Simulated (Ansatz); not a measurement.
Reactions of `C#CCOCF`.

Gas-phase electronic energies from Ansatz, PBE0-D4/def2-TZVP geometries. CCSD(T)/CBS adds triple-zeta CCSD(T) − MP2 to the extrapolated MP2 energy (def2 sets, frozen cores). This one scheme is used for every species, atoms too. Functionals use def2-TZVPP. Open shells (•) are unrestricted, without spin–orbit coupling. Spin–orbit coupling would lower the free atoms: a little for C, F, O. Each species was taken in one conformer, which may not be the lowest.

```
                                                 reaction  r2SCAN-D4 (kJ/mol)
                     `C#CCOCF` + CH₃OH → `COCF` + `C#CCO`                  -5
                        `C#CCOCF` → 4 C• + F• + 5 H• + O•                4612
                          `C#CCOCF` + H₂ → `C#CCOC` + H–F                 -49
                        `C#CCOCF` + H₂O → `C#CCO` + `OCF`                  10
                        `C#CCOCF` + CH₄ → `C#CCOCC` + H–F                   2
                          `C#CCOCF` + H₂ → `COCF` + `C#C`                 -36
                                `C#CCOCF` → `COC1=C(F)C1`                 109
                       `C#CCOCF` → `[CH2]F`• + `C#CC[O]`•                 385
`C#CCOCF` + `O[SiH2][SiH3]` → `O[SiH2][SiH2]CF` + `C#CCO`                  -5
                                `C#CCOCF` → `OC(F)C1C=C1`                   8
```

Q: Give the CCSD(T)/CBS values in the same order. (An estimate is asked.)

A: The calculation gave: -3, 4594, -65, 15, -15, -42, 136, 428, -9, 19 kJ/mol.

Largest T1 diagnostic: 0.019, for `C#CC[O]`•.
